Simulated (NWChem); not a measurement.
System meant: GeH2OF2; SMILES [OH][GeH]([F])[F]

The following NWChem deck was run.

```
start job
memory heap 200 mb stack 900 mb global 1100 mb
geometry units angstroms noautoz
  Ge    -0.265122     0.011715     0.000000
  O      0.391565     1.625823     0.000000
  F      0.356735    -0.857902     1.353819
  F      0.356735    -0.857902    -1.353819
  H     -1.781124     0.039578     0.000000
  H      1.355615     1.659747     0.000000
end
basis spherical
  Ge library def2-svp
  O library def2-svp
  F library def2-svp
  H library def2-svp
end
dft
  odft
  mult 2
  xc pbe0
  iterations 150
  mulliken
end
task dft energy
```

End of the output:

```
 Summary of "ao basis" -> "" (spherical)
 ------------------------------------------------------------------------------
       Tag                 Description            Shells   Functions and Types
 ---------------- ------------------------------  ------  ---------------------
 Ge                         def2-svp                12       32   5s4p3d
 O                          def2-svp                 6       14   3s2p1d
 F                          def2-svp                 6       14   3s2p1d
 H                          def2-svp                 3        5   2s1p

                                 NWChem DFT Module
                                 -----------------

 Summary of "ao basis" -> "ao basis" (spherical)
 ------------------------------------------------------------------------------
       Tag                 Description            Shells   Functions and Types
 ---------------- ------------------------------  ------  ---------------------
 Ge                         def2-svp                12       32   5s4p3d
 O                          def2-svp                 6       14   3s2p1d
 F                          def2-svp                 6       14   3s2p1d
 H                          def2-svp                 3        5   2s1p

      Symmetry analysis of basis
      --------------------------

        a'         54
        a"         30

  number of electrons :                   60
  multiplicity        :                    2
 ------------------------------------------------------------------------
  no. of electrons and multiplicity not compatible                  60
 ------------------------------------------------------------------------
 ------------------------------------------------------------------------
  current input line :
    24: task dft energy
 ------------------------------------------------------------------------
 ------------------------------------------------------------------------
 There is an error in the input file
 ------------------------------------------------------------------------
 For more information see the NWChem manual at https://nwchemgit.github.io

0: no. of electrons and multiplicity not compatible:Received an Error in Communication
```

Question: What is wrong, and how is it mended?

Answer: The input was rejected before any calculation. Cause: the multiplicity doesn't fit the number of electrons (an even count wants an odd multiplicity, and the reverse). This input runs:
```
start job
memory heap 200 mb stack 900 mb global 1100 mb
geometry units angstroms noautoz
  Ge    -0.265122     0.011715     0.000000
  O      0.391565     1.625823     0.000000
  F      0.356735    -0.857902     1.353819
  F      0.356735    -0.857902    -1.353819
  H     -1.781124     0.039578     0.000000
  H      1.355615     1.659747     0.000000
end
basis spherical
  Ge library def2-svp
  O library def2-svp
  F library def2-svp
  H library def2-svp
end
dft
  xc pbe0
  iterations 150
  mulliken
end
task dft energy
```
It converges to -2352.20144 Ha (PBE0/def2-SVP).
